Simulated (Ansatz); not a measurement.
Ideal-gas functions of `NC(=O)B(O)F` at 500 K and 1 bar, from an Ansatz frequency run at PBE0-D4/def2-TZVP.

Molar mass 90.85 g/mol, point group Cs (symmetry number 1), electronic degeneracy 1, moments of inertia 91.897, 161.57, 253.465 u Å². Harmonic wavenumbers (cm⁻¹, unscaled): 47, 190, 313, 353, 364, 443, 548, 580, 655, 716, 776, 997, 1094, 1251, 1432, 1456, 1619, 1772, 3600, 3742, 3854.

Use S(trans) = R[1.5 ln M + 2.5 ln T − 1.1517]; rotational temperatures θ = 24.2544 K / I; S(rot) = R[ln(√π/σ · √(T³/θAθBθC)) + 1.5]; for each mode x = 1.438777 ν̃/T, S = R[x/(eˣ − 1) − ln(1 − e⁻ˣ)] and H = RT x/(eˣ − 1); 1 cm⁻¹ = 0.0119627 kJ/mol; R = 8.31446 J/(mol·K).

Question: By hand: the entropy, in J/(mol·K).

Answer: Translation 175.8. Rotation: θ = 0.2639, 0.1501, 0.0957 K, giving 117.9. Vibration, mode by mode: 24.96, 13.44, 9.46, 8.53, 8.30, 6.84, 5.34, 4.96, 4.18, 3.63, 3.17, 1.92, 1.54, 1.07, 0.70, 0.66, 0.45, 0.31, 0.00, 0.00, 0.00, in all 99.5. Electronic 0.0. Sum 393.2 J/(mol·K).

Question: By hand: H − E and G − E in kJ/mol, counted from the electronic energy.

Answer: Zero-point energy ½ × 25802 × 0.0119627 = 154.3; thermal vibration 26.1; translation, rotation and pV give 4 RT = 16.6. H − E = 197.0 kJ/mol, and G − E = 197.0 − 500 × 393.2/1000 = 0.4 kJ/mol.

Vibration gives 25 % of the entropy, 25.0 J/(mol·K) of it from the mode under 150 cm⁻¹: soft modes count most, and the harmonic formula is weakest for them. The sum counts one conformer and one mirror image; others add a mixing term.
